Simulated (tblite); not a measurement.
Species: C6H11N.
Numbering: `[CH2:1]1[CH2:2][CH:3]([N:4]2[CH2:5][CH2:6]2)[CH2:7]1` (hydrogens: H8, H9 on C1; H10, H11 on C2; H12 on C3; H13, H14 on C5; H15, H16 on C6; H17, H18 on C7)

Computed with GFN2-xTB (tblite), gas phase: Langevin dynamics at 400 K from the optimised GFN2-xTB geometry, time step 0.5 fs, friction 0.01 fs⁻¹, 2000 steps. The instantaneous temperature is 2·E(kin)/(3Nk) with all 3N coordinates.

```csv
t (fs),T (K),E(pot) above start (eV),C1–C2 (Å),C2–C3 (Å),C3–N4 (Å),N4–C5 (Å),C5–C6 (Å),C1–H8 (Å),C2–C3–N4–C5 (°)
0,339,0.000,1.536,1.540,1.437,1.440,1.478,1.088,94
50,300,0.482,1.514,1.515,1.422,1.425,1.464,1.085,81
100,242,0.829,1.551,1.537,1.449,1.397,1.531,1.088,83
150,303,0.661,1.511,1.558,1.448,1.500,1.502,1.100,88
200,432,0.537,1.564,1.558,1.411,1.461,1.460,1.076,99
250,422,0.577,1.547,1.541,1.398,1.400,1.521,1.086,93
300,474,0.823,1.522,1.549,1.410,1.396,1.419,1.071,110
350,468,0.840,1.527,1.483,1.481,1.439,1.484,1.132,110
400,356,0.946,1.562,1.566,1.543,1.426,1.519,1.084,106
450,378,0.760,1.529,1.538,1.418,1.469,1.455,1.125,109
500,389,1.003,1.561,1.544,1.461,1.415,1.492,1.052,85
550,466,0.727,1.591,1.507,1.418,1.452,1.451,1.135,85
600,324,0.835,1.508,1.561,1.416,1.383,1.460,1.059,101
650,384,0.670,1.565,1.587,1.492,1.429,1.505,1.099,113
700,364,1.221,1.525,1.508,1.457,1.443,1.469,1.062,130
750,488,0.984,1.569,1.502,1.396,1.476,1.531,1.111,118
800,457,0.865,1.535,1.615,1.431,1.429,1.500,1.152,113
850,560,0.907,1.528,1.496,1.489,1.489,1.411,1.029,98
900,433,1.055,1.571,1.510,1.481,1.371,1.540,1.117,84
950,408,1.027,1.484,1.535,1.462,1.400,1.436,1.132,99
1000,464,0.775,1.560,1.535,1.491,1.414,1.491,1.047,94
```

Q: From 500 fs on, how do temperature and potential energy compare with equipartition?

A: The mean temperature of these 11 frames is 431 K against the target 400 K, and the mean potential energy 0.92 eV against 48 × kT/2 = 0.83 eV for 48 classical harmonic modes. For 18 atoms in a canonical ensemble the temperature itself scatters by T·√(2/(3N)) = 77 K; here its standard deviation is 63 K. The whole run lasts only 10 friction times of 100 fs, so these averages carry a wide statistical error.

Q: What are the kinetic and total energies of the listed frame with the highest potential energy?

A: The one at 700 fs, 1.221 eV above the start. Its kinetic energy is 3NkT/2 = 0.848 eV at 364 K, so the sum is 2.07 eV; over the listed frames the sum runs from 0.79 to 2.21 eV, since the thermostat adds and removes energy.

Q: How much do the listed bonds fluctuate from 500 fs on?

A: 
```csv
bond,at the start (Å),mean (Å),standard deviation (Å)
C1–C2,1.536,1.545,0.030
C2–C3,1.540,1.536,0.037
C3–N4,1.437,1.454,0.032
N4–C5,1.440,1.427,0.035
C5–C6,1.478,1.481,0.038
C1–H8,1.088,1.090,0.040
```

The motion is classical and holds no zero-point motion.

What follows is the cost of the whole dynamics run. Time: 17 s of wall time; peak memory 0.19 GiB. Hardware: one thread of an Intel Xeon Platinum 8259CL at 2.50 GHz, on a shared host.
